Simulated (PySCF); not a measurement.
ZrOF2, SMILES [O]=[Zr]([F])[F], multiplicity 1. Geometry: B3LYP-D3(BJ)/def2-TZVP. The multiplicity is an assumed one; other spin states were not compared. The def2 effective core potentials stand for the cores of Zr; spin–orbit coupling is left out.

These are B3LYP-D3(BJ)/def2-TZVP run with PySCF 2.14.0 values and carry that method's errors.

Harmonic wavenumbers (cm⁻¹): 100, 176, 237, 616, 641, 959. Rotational constants (GHz): 6.276, 4.407, 2.770; symmetry number 1.

Problem. Work out the zero-point energy and the ideal-gas rigid-rotor harmonic-oscillator thermochemistry at 298.15 K and 1 atm.

Solution. ZPE = ½ Σ hcν = ½ × 2729 cm⁻¹ = 16.33 kJ/mol. H − E(el) = 31.94 kJ/mol. Entropy in J/(mol K): translation 170.83, rotation 108.13, vibration 35.81, total 314.76. G − E(el) = -61.90 kJ/mol. Cp = 66.62 J/(mol K). Modes under 150 cm⁻¹ make the vibrational entropy uncertain.
